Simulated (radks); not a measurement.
The numbers below are computed, except where a source is named.
Excited configurations of Li III: one electron is placed in a higher orbital outside the bare nucleus. The ground configuration is 1s1. Code: a radial shooting solver on a logarithmic mesh with Libxc functionals. Model: scalar-relativistic Kohn-Sham, BLYP, spin-polarised, spherical densities, finite nucleus; open shells are filled with parallel spins first; Fermi nuclear charge, rms radius 2.444 fm. Excitation = E - E(ground); binding = E(ion) - E, where the ion is the core of charge +3; n* = 3/sqrt(2 binding) in atomic units, and the quantum defect is n - n*.

outer orbital	excitation (eV)	binding (eV)	n*	quantum defect
3d	108.62	13.638	2.996	0.004
4p	114.14	8.121	3.883	0.117
4f	114.52	7.736	3.979	0.021
5d	117.00	5.261	4.824	0.176
5f	117.09	5.165	4.869	0.131
6p	118.49	3.769	5.700	0.300
6f	118.56	3.697	5.755	0.245

The Delta-SCF ionisation energy is 122.26 eV (NIST Atomic Spectra Database: 122.45 eV, theoretical). Self-interaction in the functional shifts the binding energies and quantum defects, so they are the method's values and not measured ones.
